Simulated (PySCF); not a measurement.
C3H6BNO2.
Cartesian coordinates in Å at the PBE0-D3(BJ)/def2-SVP level; atoms count from 1:
```xyz
13
C3H6BNO2 angstrom
B      2.2899   -0.6540   -1.7200
N      1.1976   -0.4617   -0.6745
C      0.3782   -0.3097    0.1192
C     -0.6451   -0.1066    1.1436
O     -1.2860    1.1433    0.9967
C     -2.3926    1.1512    0.2255
O     -2.8503    0.1955   -0.3189
H      2.8520   -1.6974   -1.4142
H      1.7181   -0.7251   -2.7979
H      3.0216    0.3210   -1.6186
H     -1.3714   -0.9332    1.0820
H     -0.1611   -0.1099    2.1308
H     -2.7973    2.1815    0.1951
```

The calculation used core-valence-separated Tamm–Dancoff BHandHLYP/aug-pcX-1 (pcseg-1 on H) in PySCF, non-relativistic, gas phase, PBE0-D3(BJ)/def2-SVP geometry. No shift to experiment was applied.

Task: Give energies, oscillator strengths and core holes at the O K edge.

Result: 
```
E (eV)       f  core hole on  main final orbital                        polarisation
529.37  0.0478            O7       LUMO+2 (75 %)  normal to the local trigonal plane
533.34  0.0203            O5       LUMO+2 (81 %)                                   –
533.59  0.0305            O5         LUMO (62 %)                                   –
533.90  0.0037            O7         LUMO (73 %)         in the local trigonal plane
534.46  0.0004            O7       LUMO+1 (55 %)                                   –
534.86  0.0005            O7       LUMO+3 (70 %)                                   –
534.99  0.0008            O7       LUMO+4 (69 %)                                   –
535.35  0.0015            O7       LUMO+6 (33 %)         in the local trigonal plane
535.62  0.0011            O7       LUMO+5 (35 %)                               mixed
535.70  0.0038            O5       LUMO+1 (56 %)                                   –
536.09  0.0006            O5       LUMO+3 (95 %)                                   –
```

The first line with a tenth or more of the strongest one's intensity is at 529.37 eV (f = 0.048), with the hole on O7 (ester carbonyl oxygen), polarised normal to the local trigonal plane: a 1s→π* resonance. It is also the strongest listed.

Task: List the carbon K-edge absorption lines.

Result: 
```csv
E (eV),f,core hole on,main final orbital,polarisation
284.07,0.0598,C3,LUMO (67 %),across the triple bond
284.33,0.0680,C3,LUMO+3 (80 %),across the triple bond
284.94,0.0865,C6,LUMO+2 (69 %),normal to the local trigonal plane
287.03,0.0310,C4,LUMO (72 %),–
288.02,0.0028,C3,LUMO+1 (46 %),along the triple bond
288.36,0.0096,C4,LUMO+3 (69 %),–
288.82,0.0029,C4,LUMO+1 (67 %),–
288.86,0.0016,C3,LUMO+2 (64 %),along the triple bond
289.03,0.0222,C4,LUMO+2 (62 %),–
289.69,0.0056,C3,spread,across the triple bond
289.71,0.0303,C4,LUMO+5 (30 %),–
289.91,0.0012,C3,LUMO+6 (48 %),across the triple bond
289.99,0.0249,C6,LUMO+4 (59 %),in the local trigonal plane
```

The first line with a tenth or more of the strongest one's intensity is at 284.07 eV (f = 0.060), with the hole on C3 (triply bonded carbon), polarised across the triple bond: a 1s→π* resonance. The strongest listed is at 284.94 eV (f = 0.087; C6, 1s→π*).

Task: List the boron K-edge absorption lines.

Result: 
```json
{"E (eV)": "187.35", "f": "0.0000", "core hole on": "B1", "main final orbital": "LUMO (81 %)"}
{"E (eV)": "187.92", "f": "0.0001", "core hole on": "B1", "main final orbital": "LUMO+3 (87 %)"}
{"E (eV)": "188.90", "f": "0.0043", "core hole on": "B1", "main final orbital": "LUMO+1 (53 %)"}
{"E (eV)": "189.41", "f": "0.0006", "core hole on": "B1", "main final orbital": "LUMO+2 (75 %)"}
{"E (eV)": "189.83", "f": "0.0019", "core hole on": "B1", "main final orbital": "LUMO+6 (38 %)"}
{"E (eV)": "189.99", "f": "0.0064", "core hole on": "B1", "main final orbital": "LUMO+5 (39 %)"}
{"E (eV)": "190.05", "f": "0.0060", "core hole on": "B1", "main final orbital": "LUMO+7 (39 %)"}
```

The first line with a tenth or more of the strongest one's intensity is at 188.90 eV (f = 0.004), with the hole on B1 (four-coordinate boron). The strongest listed is at 189.99 eV (f = 0.006; B1).

Roots within 0.03 eV whose holes lie on the same, on equivalent or on shared atoms are summed into one line, and the highest roots are left out, as the search may have cut off their partners. Final orbitals are the ground state's empty Kohn–Sham orbitals. A dash: too weak, shared between unlike atoms, or no plane or axis to refer to.

Task: What is the summed oscillator strength of the listed O K lines, and their intensity-weighted mean energy?

Result: Σf = 0.111 over 11 lines from 529.37 to 536.09 eV; the weighted mean is 531.89 eV. The strongest line holds 43 % of the sum.

The list ends where the root search ended, not at a threshold.

One conformer stands for the species.
